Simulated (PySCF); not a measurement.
1-ethenyl-1-fluorocyclopropane (C5H7F), SMILES C=CC1(F)CC1.

Geometry optimised at PBE0-D3(BJ)/def2-SVP. Other conformers were not sampled.

Two levels are set side by side: TDDFT-PBE/def2-SVPD (PySCF) and TDDFT-PBE0/def2-SVPD (PySCF). Vertical, same geometry. The lowest singlet is HOMO→LUMO+1 100 % with PBE and HOMO→LUMO+1 94 % with the other functional; states are paired by order. Differences are taken from unrounded values.

| quantity | TDDFT-PBE |
|---|---|
| lowest singlet excitation (eV) | 6.11 |
| lowest triplet excitation (TDA) (eV) | 4.28 |
| first bright state (f over 0.05) (eV) | 6.13 |
| its oscillator strength | 0.31 |

These are the TDDFT-PBE values. What does TDDFT-PBE0 give? (An estimate is asked for; the answer gives what the named calculation found.)


```json
[
 {"quantity": "lowest singlet excitation (eV)", "TDDFT-PBE0": "6.74", "TDDFT-PBE minus TDDFT-PBE0": "-0.62"},
 {"quantity": "lowest triplet excitation (TDA) (eV)", "TDDFT-PBE0": "4.21", "TDDFT-PBE minus TDDFT-PBE0": "0.08"},
 {"quantity": "first bright state (f over 0.05) (eV)", "TDDFT-PBE0": "6.77", "TDDFT-PBE minus TDDFT-PBE0": "-0.64"},
 {"quantity": "its oscillator strength", "TDDFT-PBE0": "0.48", "TDDFT-PBE minus TDDFT-PBE0": "-0.18"}
]
```

A lower first singlet is the usual sign of a functional without exact exchange. Differences between two approximate levels are no errors against the true value.

Rough cost on one machine, each run with all the roots and properties that it gave: TDDFT-PBE0 against TDDFT-PBE about 4 times.
